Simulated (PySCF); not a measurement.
Isomers of C9H13F, mass 140.100 u with the commonest isotopes. Method used: PBE0/pcSseg-1 in PySCF (dipole) on a GFN2-xTB geometry, gas phase. One conformer each, none proved a minimum here; rigid rotors.

Question: Order these by radius of gyration √(Σ m r²/M), largest first.
A. `[CH2:1]=[CH:2][CH2:3][C@@H:4]1[CH2:5][C@H:6]1/[CH:7]=[CH:8]/[CH2:9][F:10]` with C1–C2–C3–C4 -10°, C2–C3–C4–C5 153°, C5–C6–C7–C8 -147°, C7–C8–C9–F10 -124°
B. `[CH2:1]=[CH:2]/[C:3](=[CH:4]\[CH2:5][F:6])[C:7](=[CH2:8])[CH2:9][CH3:10]` with C1–C2–C3–C4 173°, C3–C4–C5–F6 178°, C2–C3–C7–C8 -63°, C3–C7–C9–C10 -66°
C. `[CH3:1]/[C:2]1=[CH:3]/[CH2:4][C@H:5]([F:6])/[CH:7]=[CH:8]\[CH2:9][CH2:10]1` with C2–C3–C4–C5 -74°, C3–C4–C5–F6 -137°, C4–C5–C7–C8 -73°, C7–C8–C9–C10 72°
D. `[CH2:1]=[C:2]([CH3:3])[C@@:4]1([CH:5]([CH3:6])[CH3:7])[CH:8]=[C:9]1[F:10]` with C1–C2–C4–C5 -22°, C2–C4–C5–C6 170°

Answer: A (2.817 Å), B (2.449 Å), C (2.246 Å), D (2.147 Å).

Question: Order these by out-of-plane moment Σ m c² = (Ia + Ib − Ic)/2, smallest first.
A. `[CH3:1]/[C:2]1=[CH:3]/[CH2:4][C@H:5]([F:6])/[CH:7]=[CH:8]\[CH2:9][CH2:10]1` with C2–C3–C4–C5 -74°, C3–C4–C5–F6 -137°, C4–C5–C7–C8 -73°, C7–C8–C9–C10 72°
B. `[CH2:1]=[CH:2]/[C:3](=[CH:4]\[CH2:5][F:6])[C:7](=[CH2:8])[CH2:9][CH3:10]` with C1–C2–C3–C4 173°, C3–C4–C5–F6 178°, C2–C3–C7–C8 -63°, C3–C7–C9–C10 -66°
C. `[CH2:1]=[CH:2][CH2:3][C@@H:4]1[CH2:5][C@H:6]1/[CH:7]=[CH:8]/[CH2:9][F:10]` with C1–C2–C3–C4 -10°, C2–C3–C4–C5 153°, C5–C6–C7–C8 -147°, C7–C8–C9–F10 -124°
D. `[CH2:1]=[C:2]([CH3:3])[C@@:4]1([CH:5]([CH3:6])[CH3:7])[CH:8]=[C:9]1[F:10]` with C1–C2–C4–C5 -22°, C2–C4–C5–C6 170°

Answer: C (24.12 u·Å²), A (32.15 u·Å²), D (83.54 u·Å²), B (97.99 u·Å²).

Question: Order these by rotational constant A, smallest first.
A. `[CH2:1]=[C:2]([CH3:3])[C@@:4]1([CH:5]([CH3:6])[CH3:7])[CH:8]=[C:9]1[F:10]` with C1–C2–C4–C5 -22°, C2–C4–C5–C6 170°
B. `[CH2:1]=[CH:2]/[C:3](=[CH:4]\[CH2:5][F:6])[C:7](=[CH2:8])[CH2:9][CH3:10]` with C1–C2–C3–C4 173°, C3–C4–C5–F6 178°, C2–C3–C7–C8 -63°, C3–C7–C9–C10 -66°
C. `[CH2:1]=[CH:2][CH2:3][C@@H:4]1[CH2:5][C@H:6]1/[CH:7]=[CH:8]/[CH2:9][F:10]` with C1–C2–C3–C4 -10°, C2–C3–C4–C5 153°, C5–C6–C7–C8 -147°, C7–C8–C9–F10 -124°
D. `[CH3:1]/[C:2]1=[CH:3]/[CH2:4][C@H:5]([F:6])/[CH:7]=[CH:8]\[CH2:9][CH2:10]1` with C2–C3–C4–C5 -74°, C3–C4–C5–F6 -137°, C4–C5–C7–C8 -73°, C7–C8–C9–C10 72°

Answer: A (1482 MHz), B (1697 MHz), D (2037 MHz), C (2469 MHz).

```csv
SMILES,point group,Ia (u·Å²),Ib (u·Å²),Ic (u·Å²),κ,μa (D),μb (D),μc (D)
C=C(C)[C@@]1(C(C)C)C=C1F,C1,340.90,388.67,562.48,0.38,0.11,0.33,0.91
C=CC[C@@H]1C[C@H]1/C=C/CF,C1,204.71,931.04,1087.51,-0.92,2.39,0.01,0.78
C/C1=C/C[C@H](F)/C=C\CC1,C1,248.06,490.72,674.47,-0.56,2.19,0.96,0.18
C=C/C(=C\CF)C(=C)CC,C1,297.74,640.53,742.29,-0.79,1.47,0.96,0.63
```
